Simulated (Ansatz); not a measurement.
Molecule: C2H7Ge, charge 0, multiplicity 2. It need not be the lowest isomer of its formula. 
Coordinates optimised at B3LYP-D3(BJ)/def2-TZVP (Ansatz, a quantum-chemistry and plane-wave program):
SMILES: [CH3][GeH][CH3]
```xyz
10

C      1.6609    -0.6067    -0.1865
Ge    -0.0257     0.3575     0.1987
C     -1.5753    -0.7253    -0.3921
H      1.7233    -0.8075    -1.2588
H      1.6855    -1.5548     0.3496
H      2.5224    -0.0100     0.1095
H     -0.0278     1.7205    -0.5550
H     -1.4869    -0.9252    -1.4627
H     -1.5982    -1.6752     0.1409
H     -2.5085    -0.1945    -0.2101
```
Charge 0, spin multiplicity 2.

Quantity: atomisation energy (electronic, to ground-state atoms), in eV. Correlated levels leave the core frozen unless marked. UHF or UKS for open shells. Spin-orbit coupling is left out. Frozen are the shells of the preceding noble gas and the d and f shells that filled before the atom's block. No relativistic terms. The coupled-cluster limit lacks core correlation, which all-electron functionals hold. CBS marks a two-point X^-3 extrapolation of the correlation energy; Hartree-Fock from the larger set.

```csv
level,program,atomisation energy (eV)
SVWN5/def2-TZVPD,Ansatz,39.33
PBE-D3(BJ)/def2-TZVPD,Ansatz + dftd3,35.35
BLYP-D3(BJ)/def2-TZVPD,Ansatz + dftd3,34.76
BLYP/def2-TZVPD,Ansatz,34.39
revPBE-D3(BJ)/def2-TZVPD,Ansatz + dftd3,…
B97M-V/def2-TZVPD,Ansatz,35.15
PBE0/STO-3G,Ansatz,45.38
PBE0/def2-SVP,Ansatz,35.08
PBE0-D4/def2-TZVP,Ansatz + dftd4,35.07
BHLYP/def2-TZVPD,Ansatz,34.23
r2SCAN0-D4/def2-TZVPD,Ansatz + dftd4,…
B2PLYP/def2-TZVPD,Ansatz,…
RPA@PBE/cc-pVQZ,Ansatz,…
"CCSD(T)/CBS(aug-cc-pVTZ,aug-cc-pVQZ)",Ansatz,34.99
```

Problem. Complete the blanks.

Solution. 
- revPBE-D3(BJ)/def2-TZVPD, atomisation energy (eV): 34.62
- r2SCAN0-D4/def2-TZVPD, atomisation energy (eV): 34.94
- B2PLYP/def2-TZVPD, atomisation energy (eV): 34.51
- RPA@PBE/cc-pVQZ, atomisation energy (eV): 33.26
